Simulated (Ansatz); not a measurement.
A search over several starts for the lowest SCF solution of SbH2(iPr) (C₃H₉Sb) at the given spin, in a small basis.

```yaml
crystal:
  periodic: [false, false, false]
  atoms:
    - {symbol: C, position_ang: [0.010996, 0.004560, -0.257756]}
    - {symbol: C, position_ang: [-1.490983, -0.023787, 0.022292]}
    - {symbol: C, position_ang: [0.703419, -1.311541, 0.093704]}
    - {symbol: Sb, position_ang: [0.957637, 1.681401, 0.879238]}
    - {symbol: H, position_ang: [2.399629, 1.644064, -0.089036]}
    - {symbol: H, position_ang: [0.272260, 2.892923, -0.160241]}
    - {symbol: H, position_ang: [0.188614, 0.247979, -1.325164]}
    - {symbol: H, position_ang: [-1.993403, 0.919983, -0.273208]}
    - {symbol: H, position_ang: [-1.706874, -0.198053, 1.098597]}
    - {symbol: H, position_ang: [-1.979028, -0.849340, -0.542209]}
    - {symbol: H, position_ang: [0.247837, -2.156216, -0.469634]}
    - {symbol: H, position_ang: [1.785381, -1.297630, -0.150424]}
    - {symbol: H, position_ang: [0.604514, -1.554354, 1.173832]}
basis:
  gaussian: {orbitals: def2-SVP, initial_orbitals: start.molden}
hamiltonian: {xc: pbe0, dispersion: d4}
output: {orbitals: {seedname: orbitals}}
```

The file start.molden holds the orbitals of an earlier run on this structure, at another level or in another basis.

```sh
$ ansatz run in.yaml --threads 2 --pin off --events-out ev --progress --plain --max-ram 4352MiB
```

Output, abridged:

```
Functional definition: PBE0
1358 factors; their error is unknown
mean field evaluation 1: about -9788.5740 eV, gradient 5.6e0 eV
mean field evaluation 2: about -9788.6441 eV, gradient 6.5e-2 eV
mean field evaluation 4: about -9788.7369 eV, gradient 1.5e-4 eV
mean field evaluation 8: about -9781.3849 eV, gradient 5.2e1 eV
mean field evaluation 16: about -9788.7368 eV, gradient 3.0e-2 eV
mean field -9788.73685021 eV, -359.7294442011 hartree, gradient 1.2e-5 eV, S^2 0.000000; 1 other end points of the search recorded, 0 dependent functions left out
reference -9788.73687898 eV, -359.7294452582 hartree; 25, 25 occupied and 88, 88 virtual orbitals, 1358 factors
Total energy: -9788.97801194 eV, -359.7383067310 hartree
```

Hardware: 2 threads of Intel Xeon 6975P-C on a shared host. Wall time 2.2 s.

In the def2 sets Sb takes a core potential; there is no spin–orbit coupling. Another isomer (singlet) lies 0.46 eV lower at PBE0-D4/def2-TZVP; other spin states weren't run for this one.
